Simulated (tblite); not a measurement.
Record of a relaxation.

Species: C₆H₈ClPS.
Bonds: C1–C2, C2–C3, C2–C4, C4–C5 (aromatic), C5–P6 (aromatic), P6–C7 (aromatic), C7–Cl8, C7–S9 (aromatic), C4–S9 (aromatic). Hydrogens: H10, H11, H12 on C1; H13 on C2; H14, H15, H16 on C3; H17 on C5.

Computed with GFN2-xTB (tblite), gas phase: L-BFGS steps from a force-field or distance-geometry start until the largest atomic force falls under 0.01 eV/Å. 4 of its 77 geometries are shown.

Step 0: E = -738.1443 eV, largest atomic force 7.955 eV/Å
```
atom  x, y, z in Å  |  force x, y, z in eV/Å
C1     -1.783   -0.637    0.783   -1.925   0.020   1.244
C2     -0.931    0.025   -0.248    0.921   0.358   0.817
C3     -1.132    1.523   -0.266   -1.033   1.107  -0.737
C4      0.462   -0.204    0.150    6.792  -3.376  -2.400
C5      1.455   -0.959   -0.774   -2.846   2.961   4.198
P6      3.071   -1.117   -0.089    1.956  -2.120  -3.214
C7      3.024   -0.382    1.418    1.496  -0.295   0.328
Cl8     4.106   -0.056    2.793   -0.388  -0.384  -1.069
S9      1.526    0.173    1.651   -6.580   2.330   0.707
H10    -1.334   -0.567    1.812   -0.492  -0.197  -1.074
H11    -2.005   -1.677    0.499    0.226   0.331   0.431
H12    -2.761   -0.077    0.795    0.658  -0.771   0.220
H13    -1.176   -0.391   -1.226    0.525  -0.118  -0.040
H14    -1.749    1.832    0.595    0.657   0.141  -0.327
H15    -0.186    2.083   -0.338   -0.514  -0.224   0.254
H16    -1.717    1.750   -1.179    0.233   0.251   0.471
H17     1.122   -1.308   -1.737    0.313  -0.014   0.190
```

Step 25: E = -740.6485 eV, largest atomic force 0.173 eV/Å
```
atom  x, y, z in Å  |  force x, y, z in eV/Å
C1     -1.792   -0.676    0.770   -0.090   0.008   0.089
C2     -0.874    0.033   -0.222   -0.070  -0.027  -0.014
C3     -1.038    1.556   -0.244   -0.075   0.075   0.036
C4      0.543   -0.279    0.126    0.082  -0.023  -0.035
C5      1.419   -0.919   -0.676    0.153  -0.061  -0.043
P6      3.081   -1.143   -0.136    0.158  -0.069  -0.008
C7      2.765   -0.338    1.344   -0.031  -0.016  -0.014
Cl8     3.919   -0.087    2.584    0.138  -0.006   0.060
S9      1.174    0.263    1.641   -0.113   0.062   0.105
H10    -1.526   -0.382    1.781   -0.051   0.003   0.087
H11    -1.675   -1.756    0.682    0.011   0.062   0.010
H12    -2.836   -0.431    0.601   -0.048   0.069  -0.084
H13    -1.074   -0.360   -1.221    0.046  -0.022  -0.093
H14    -1.298    1.933    0.740    0.035  -0.007   0.088
H15    -0.096    2.010   -0.546   -0.075   0.082  -0.057
H16    -1.808    1.869   -0.944   -0.065  -0.059   0.008
H17     1.110   -1.280   -1.640   -0.005  -0.071  -0.135
```

Step 51: E = -740.7212 eV, largest atomic force 0.104 eV/Å
```
atom  x, y, z in Å  |  force x, y, z in eV/Å
C1     -1.815   -0.649    0.725    0.029   0.009  -0.018
C2     -0.839    0.043   -0.232   -0.080   0.060  -0.018
C3     -1.064    1.557   -0.222   -0.012   0.012   0.028
C4      0.583   -0.268    0.125   -0.085  -0.013  -0.004
C5      1.459   -0.932   -0.665    0.037  -0.004   0.027
P6      3.110   -1.185   -0.095    0.041  -0.041  -0.038
C7      2.791   -0.371    1.379   -0.085  -0.003  -0.060
Cl8     3.959   -0.142    2.611    0.052   0.011   0.073
S9      1.202    0.264    1.653   -0.010   0.006  -0.003
H10    -1.717   -0.244    1.730    0.047  -0.005  -0.007
H11    -1.617   -1.718    0.760   -0.013  -0.011   0.001
H12    -2.840   -0.496    0.393    0.038   0.000  -0.009
H13    -1.015   -0.335   -1.246    0.021   0.002   0.041
H14    -0.960    1.936    0.791   -0.011   0.030   0.011
H15    -0.336    2.063   -0.853   -0.017  -0.042  -0.027
H16    -2.062    1.793   -0.583    0.020  -0.009   0.012
H17     1.155   -1.303   -1.631    0.028  -0.001  -0.009
```

Step 76: E = -740.7263 eV, largest atomic force 0.010 eV/Å
```
atom  x, y, z in Å  |  force x, y, z in eV/Å
C1     -1.791   -0.651    0.728   -0.007  -0.004   0.005
C2     -0.841    0.053   -0.242   -0.004  -0.007   0.006
C3     -1.080    1.564   -0.233    0.005  -0.004   0.001
C4      0.583   -0.257    0.111    0.000   0.003  -0.005
C5      1.465   -0.931   -0.664    0.002   0.004  -0.002
P6      3.106   -1.205   -0.074    0.001   0.002   0.000
C7      2.773   -0.383    1.394    0.001   0.001   0.000
Cl8     3.927   -0.162    2.647   -0.002  -0.004   0.003
S9      1.192    0.273    1.645    0.000   0.002  -0.005
H10    -1.635   -0.285    1.741    0.003   0.000  -0.003
H11    -1.620   -1.725    0.716   -0.001   0.002   0.004
H12    -2.823   -0.460    0.446   -0.002  -0.002  -0.001
H13    -1.021   -0.329   -1.253    0.001   0.009   0.001
H14    -0.925    1.962    0.768   -0.002   0.000  -0.004
H15    -0.394    2.062   -0.914    0.001   0.003  -0.003
H16    -2.099    1.785   -0.541    0.006  -0.004   0.003
H17     1.176   -1.300   -1.636    0.000  -0.001   0.001
```

Task: Summarise the path.

Result: The energy falls by 59.54 kcal/mol from step 0 to step 76; nine tenths of that is first reached at step 5. It rises by more than 0.2 meV at step 28. The largest force goes from 7.955 to 0.010 eV/Å. Among the bonds C4–C5 changes most, from 1.552 to 1.354 Å; the atoms move by 0.395 Å rms after alignment.

What follows is the cost of the whole relaxation. Time: 0.78 s of wall time. Hardware: Arm Neoverse V1, one thread, on a shared host.
